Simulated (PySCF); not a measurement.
# Curvature of the energy in the electron number along the 5d series

Calculated with PySCF 2.14, in def2-SVP with the def2 core potential (60 electrons), ECP: one orbital is emptied in steps, and each cell gives the departure of E from the straight line at half an electron, in eV (from a cubic fit). The exact functional gives zero.

```json
{"species": "Ta", "orbital": "6s beta", "LDA": "-0.69", "PBE": "-0.67", "r2SCAN": "-0.51", "BHandHLYP": "-0.37", "UHF": "0.04"}
{"species": "W", "orbital": "6s beta", "LDA": "-0.73", "PBE": "-0.70", "r2SCAN": "-0.53", "BHandHLYP": "-0.38", "UHF": "0.04"}
{"species": "Re", "orbital": "6s beta", "LDA": "-0.75", "PBE": "-0.72", "r2SCAN": "-0.52", "BHandHLYP": "-0.40", "UHF": "0.04"}
{"species": "Os", "orbital": "6s beta", "LDA": "-0.88", "PBE": "-0.77", "r2SCAN": "-0.80", "BHandHLYP": "-0.41", "UHF": "0.05"}
{"species": "Ir", "orbital": "6s beta", "LDA": "-0.85", "PBE": "-0.83", "r2SCAN": "-0.73", "BHandHLYP": "-0.41", "UHF": "0.06"}
{"species": "Au", "orbital": "6s alpha", "LDA": "-0.92", "PBE": "-0.90", "r2SCAN": "-0.82", "BHandHLYP": "-0.43", "UHF": "0.05"}
{"species": "Hg", "orbital": "6s beta", "LDA": "-0.96", "PBE": "-0.94", "r2SCAN": "-0.85", "BHandHLYP": "-0.44", "UHF": "0.09"}
```

Problem. How does the mean departure depend on the functional?

Solution. LDA -0.82 eV; PBE -0.79 eV; r2SCAN -0.68 eV; BHandHLYP -0.41 eV; UHF 0.05 eV. Semilocal functionals are convex (delocalisation error), Hartree-Fock is concave or straight, and exact exchange removes curvature roughly in proportion to its share, so among the functionals the range-separated hybrids usually come closest to zero.

No spin-orbit coupling is included.
